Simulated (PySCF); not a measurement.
**NMR problem set**

Theoretical values (PySCF 2.14): structure optimised with GFN2-xTB, shieldings: GIAO PBE0/pcSseg-1. Relativity neglected, fast rotation and ring inversion assumed for equivalent nuclei, no solvent model, single conformer.

Referencing at the same level of theory: TMS for 1H, 13C. Splittings of carbon signals by F and P are missing where no couplings were computed. Where no couplings were computed, multiplicities follow the n + 1 count of equivalent neighbours, and m marks all less simple cases (inequivalent or close neighbours, rings, F or P nearby). Shifts are as computed. Against solution values, carbons near 30 ppm lie about +3 ppm off and those near 130 ppm about +5 ppm. Of 1211 compounds with measured shifts, 218 miss one by over three times the rms of a fit or turn the order of signals round; such compounds aren't used in these exercises.

Task: C7H14NP. 1H NMR (400 MHz, computed): δ 3.17 (m, 3H), 1.96 (m, 1H), 1.71 (m, 2H), 1.68 (m, 2H), 1.64 (m, 2H), 1.33 (m, 2H), 0.94 (m, 2H). 13C{1H} NMR (computed): δ 34.8 (CH3), 32.6 (CH), 32.0 (CH2), 30.7 (CH2), 22.9 (CH2). What is it?

Result: SMILES CN=[P@]12CC[C@H](CC1)C2. 5 carbon signals for 7 carbons: some carbons are equivalent by symmetry or fast rotation. Carbon types of the structure: 1 × CH, 5 × CH2, 1 × CH3, which accounts for all hydrogens. δC 34.8: methyl carbon bonded to N; pulled downfield by the heteroatom. δC 32.6: sp3 CH in a ring; a saturated carbon with 3 carbon neighbours and no heteroatom attached. δC 30.7: sp3 CH2 in a ring; a saturated carbon with 2 carbon neighbours and no heteroatom attached. δH 3.17: hydrogen on a methyl carbon bonded to N; its carbon carries N, which withdraws density.

This is the structure that produced the data.

Task: C10H8. 1H NMR (400 MHz, computed): δ 8.75 (d, 1H), 8.75 (d, 1H), 8.36 (m, 1H), 8.14 (m, 1H), 7.77 (m, 1H), 7.77 (m, 1H), 7.58 (m, 1H), 7.58 (m, 1H). 13C{1H} NMR (computed): δ 144.8, 144.2, 144.2, 144.2, 144.1, 143.6, 127.5, 127.4, 123.0, 122.9. What is it?

Result: SMILES c1ccc2cccc-2cc1. The formula gives 7 degrees of unsaturation (2 rings in the answer). 10 carbon signals for 10 carbons: no two carbons are equivalent. Carbon types of the structure: 2 × C, 8 × CH, which accounts for all hydrogens. δC 144.8, 144.2, 144.2, 143.6, 127.5, 127.4, 123.0, 122.9: aromatic CH. δC 144.2, 144.1: substituted aromatic carbon. δH 8.75, 8.75, 8.36, 8.14, 7.77, 7.77, 7.58, 7.58: hydrogen on an aromatic CH; ring-current deshielding.

This is the structure that produced the data.
